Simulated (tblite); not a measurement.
Level: GFN2-xTB in tblite, geometry and Hessian alike; calculated harmonic values, unscaled, isolated species. The method is semi-empirical: single wavenumbers can be off by several per cent or more. Modes of hydrogen on phosphorus and silicon can be 10 to 20 % off. One conformer each. Thermal functions are those of the rigid rotor and harmonic oscillator, without mixing of conformers.

Question: Order these by their heat capacity Cp at 298.15 K, highest first (J/(mol K)).
A. `c1cn(C2CC2)nn1`
B. `CSC(C)C`
C. `C[PH2+]CC(C)(C)C`
D. `CCC[C@H]1CN[SiH2]C1`
E. `Cc1cc(F)c(O)cc1F`
F. `FC(O[C@]([SiH3])([SiH2]C)C)F`

Answer: F (213.4), C (174.4), D (169.1), E (153.0), B (116.4), A (111.5).

| SMILES | atoms | mass (u) | symmetry number | modes under 300 cm⁻¹ | ZPE (kJ/mol) | S translation (J/(mol K)) | S rotation | S vibration | S | Cp |
| --- | --- | --- | --- | --- | --- | --- | --- | --- | --- | --- |
| C[SiH2][C@@](C)([SiH3])OC(F)F | 21 | 170.04 | 1 | 11 | 385.3 | 172.9 | 127.6 | 191.7 | 492.2 | 213.4 |
| C[PH2+]CC(C)(C)C | 23 | 119.10 | 1 | 8 | 532.4 | 168.5 | 119.8 | 121.7 | 410.0 | 174.4 |
| CCC[C@H]1CN[SiH2]C1 | 23 | 129.10 | 1 | 7 | 522.9 | 169.5 | 122.3 | 117.9 | 409.7 | 169.1 |
| Cc1cc(F)c(O)cc1F | 16 | 144.04 | 1 | 6 | 294.9 | 170.8 | 123.8 | 102.4 | 397.1 | 153.0 |
| CSC(C)C | 15 | 90.05 | 1 | 6 | 342.2 | 165.0 | 111.2 | 79.6 | 355.7 | 116.4 |
| c1cn(C2CC2)nn1 | 15 | 109.06 | 1 | 3 | 311.5 | 167.4 | 115.3 | 63.0 | 345.8 | 111.5 |

Entropies and Cp are for 298.15 K and 1 bar.
